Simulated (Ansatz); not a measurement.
A set of 12 reactions (redistribution), with CCSD(T)/CBS values in kJ/mol:

| reaction | ΔE |
| --- | --- |
| `NBC1BC1` + `[CH3][Al]1[CH2][O]1` → `N[BH][Al]1[CH2][O]1` + `CC1BC1` | 95.1 |
| `[Cl][SnH]([Cl])[Cl]` + `[CH3][Al]([OH])[CH2]F` → `[CH3][Sn]([Cl])([Cl])[Cl]` + `[OH][AlH][CH2]F` | -6.8 |
| `O[SiH]([SiH3])[AlH][Cl]` + `CSP` → `C[S][AlH][Cl]` + `O[SiH]([SiH3])P` | -128.0 |
| `NC[TeH]` + `[OH][GeH2][SeH]` → `[OH][GeH2][TeH]` + `NC[SeH]` | 5.9 |
| `F[SiH2][AlH][GeH3]` + `[CH3][Al]([F])[F]` → `[F][AlH][GeH3]` + `[CH3][Al]([F])[SiH2]F` | 3.6 |
| `N[Si@H](F)N[Si@H](N)F` + `CBCl` → `N[SiH](F)BCl` + `CN[SiH](N)F` | 202.4 |
| `[F][GeH2][SiH2]Cl` + `[GeH3][C]1=CC1` → `[F][GeH2][C]1=CC1` + `Cl[SiH2][GeH3]` | -15.1 |
| `N[Si@H](O)O[Si@@H](N)O` + `Cl[SiH2][GeH3]` → `N[Si@H](Cl)O[Si@@H](N)O` + `O[SiH2][GeH3]` | 20.0 |
| `[SiH3]N([SiH3])[Si]Br` + `CBO` → `O[Si]Br` + `CBN([SiH3])[SiH3]` | -0.9 |
| `BOBF` + `C=C[O][InH2]` → `FB[O][InH2]` + `BOC=C` | -39.1 |
| `NB(F)Cl` + `O[SiH]([SiH3])S` → `NB(S)Cl` + `O[SiH](F)[SiH3]` | -8.9 |
| `[SiH3][CH2][GeH2][Cl]` + `[F][SbH][SH]` → `[F][SbH][SiH3]` + `S[CH2][GeH2][Cl]` | 96.6 |

Calculated with Ansatz (gas phase, PBE0-D4/def2-TZVP geometries, no zero-point term in ΔE). CCSD(T)/CBS adds triple-zeta CCSD(T) − MP2 to the extrapolated MP2 energy (def2 sets, frozen cores). This one scheme is used for every species. DFT in def2-TZVPP. B3LYP here is the variant with VWN-RPA as its local correlation; programs differ in this. Elements past krypton have def2 core potentials. For Br, Ge, In, Sb, Se, Sn, Te outer-core shells are correlated without core-valence functions, which leaves a few kJ/mol of doubt a bond. Scalar relativity is left out up to krypton. One conformer a species, not always the lowest.

(1) Give the mean, mean absolute and largest difference (level minus CCSD(T)/CBS, kJ/mol) for: PBE-D4, r2SCAN-D4, ωB97M-V, B2PLYP, r2SCAN, B3LYP, HF/def2-TZVPP, SCS-MP2/def2-TZVPP, CCSD/def2-TZVPP, CCSD(T)/def2-TZVPP, SCS-MP2/def2-QZVPP, HF/CBS(def2), MP2/CBS(def2), CCSD/CBS(def2). (Estimate.)

The largest T1 diagnostic in the set is 0.017, for `N[BH][Al]1[CH2][O]1` (customary mark 0.02).

CCSD(T)/CBS is a level of theory with its own doubt, and the functionals carry their triple-zeta basis error, so these figures describe this set and don't rank the functionals.

Results:

(1) Ansatz gave: 
```
             level  mean  mean absolute  largest
            PBE-D4  -0.3            5.8    -14.6
         r2SCAN-D4   1.7            2.3      8.0
           ωB97M-V   1.0            2.6      7.1
            B2PLYP   0.0            1.7     -4.8
            r2SCAN   1.6            2.2      8.5
             B3LYP  -0.6            4.3     -9.2
     HF/def2-TZVPP   0.3            3.4     10.4
SCS-MP2/def2-TZVPP  -0.3            1.3     -3.2
   CCSD/def2-TZVPP  -0.3            1.2     -2.7
CCSD(T)/def2-TZVPP  -0.2            1.0     -2.9
SCS-MP2/def2-QZVPP  -0.2            1.9      3.8
      HF/CBS(def2)   0.4            3.5     10.6
     MP2/CBS(def2)   1.0            3.7      9.9
    CCSD/CBS(def2)  -0.1            0.5     -2.4
```
